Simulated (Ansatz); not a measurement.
Start from `CSB[SiH2]O` and change one atom or group to get `CCBSC`.

Ansatz, PBE0-D4/def2-TZVP geometries, multiplicity 1. Each molecule was computed in one conformer, which needn't be the lowest.

| property | `CSB[SiH2]O` |
| --- | --- |
| HOMO–LUMO gap (PBE0/def2-TZVPP) / eV | 6.21 |
| HOMO–LUMO gap (PBE/def2-TZVPP) / eV | 4.00 |
| HOMO energy (PBE/def2-TZVPP) / eV | -6.44 |
| HOMO–LUMO gap (B3LYP/def2-TZVPP) / eV | 5.86 |
| HOMO energy (PBE0/def2-TZVPP) / eV | -7.77 |
| LUMO energy (ωB97M-V/def2-TZVPP) / eV | 0.39 |

**Question.** Give the same properties after the change, and the shifts. (Estimate.)

**Answer.** The calculation gave: 
```json
{"property": "HOMO–LUMO gap (PBE0/def2-TZVPP) / eV", "`CCBSC`": "6.82", "shift": "0.61"}
{"property": "HOMO–LUMO gap (PBE/def2-TZVPP) / eV", "`CCBSC`": "4.76", "shift": "0.76"}
{"property": "HOMO energy (PBE/def2-TZVPP) / eV", "`CCBSC`": "-6.36", "shift": "0.08"}
{"property": "HOMO–LUMO gap (B3LYP/def2-TZVPP) / eV", "`CCBSC`": "6.40", "shift": "0.54"}
{"property": "HOMO energy (PBE0/def2-TZVPP) / eV", "`CCBSC`": "-7.48", "shift": "0.29"}
{"property": "LUMO energy (ωB97M-V/def2-TZVPP) / eV", "`CCBSC`": "1.27", "shift": "0.88"}
```

With PBE0 the HOMO rises by 0.29 eV and the LUMO rises by 0.90 eV, so the gap widens by about 0.61 eV. PBE moves the HOMO by 0.08 eV and ωB97M-V by 0.28 eV.

Positive LUMOs are unbound, so they and the gaps depend on the basis.

B3LYP here is the variant with VWN-RPA as its local correlation; programs differ in this.
